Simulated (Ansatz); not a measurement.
`[CH2]1[S][InH]1`. Charge 0, multiplicity 1. In takes the def2 core potential. Geometry: relaxed with PBE0-D4/def2-TZVP.

```xyz
6

C     0.088   -0.871    0.247
S    -0.883   -0.526   -1.299
In    0.106    1.215    0.010
H     1.017   -1.410    0.084
H    -0.496   -1.286    1.063
H     0.168    2.878   -0.104
```

Task: What is the dipole moment at PBE/def2-TZVPP? (Estimate.)

Result: The calculation gave: 3.02 D, with components (1.45, 1.72, 2.02) D in this frame, pointing from negative to positive charge.

Task: And with r2SCAN, B3LYP, ωB97M-V? (Estimate.)

Result: The calculation gave: r2SCAN 3.23 D, B3LYP 3.25 D, ωB97M-V 3.51 D.

Task: Give the Mulliken charges with PBE, r2SCAN, B3LYP in def2-TZVPP. (Best estimate.)

Result: Ansatz gave: 
```json
{"atom": "C1", "PBE": "-0.24", "r2SCAN": "-0.18", "B3LYP": "-0.27"}
{"atom": "S2", "PBE": "-0.34", "r2SCAN": "-0.38", "B3LYP": "-0.36"}
{"atom": "In3", "PBE": "0.37", "r2SCAN": "0.41", "B3LYP": "0.42"}
{"atom": "H4", "PBE": "0.12", "r2SCAN": "0.10", "B3LYP": "0.12"}
{"atom": "H5", "PBE": "0.12", "r2SCAN": "0.10", "B3LYP": "0.12"}
{"atom": "H6", "PBE": "-0.03", "r2SCAN": "-0.04", "B3LYP": "-0.04"}
```

B3LYP here is the variant with VWN-RPA as its local correlation; programs differ in this.
